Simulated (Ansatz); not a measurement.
Harmonic frequencies (cm⁻¹) at PBE0-D4/def2-TZVP from Ansatz: 176, 232, 403, 615, 858, 931, 971, 1043, 1090, 1456, 1758, 2262, 3112, 3186, 3473.

Each molecule was computed in one conformer, which needn't be the lowest.

Task: Which molecule is it?
A. `[H]/N=C\C#C`
B. `C=C=C=N`
C. `[H]/N=C/C#C`
D. `[NH2][GaH][SeH]`

Result: B.
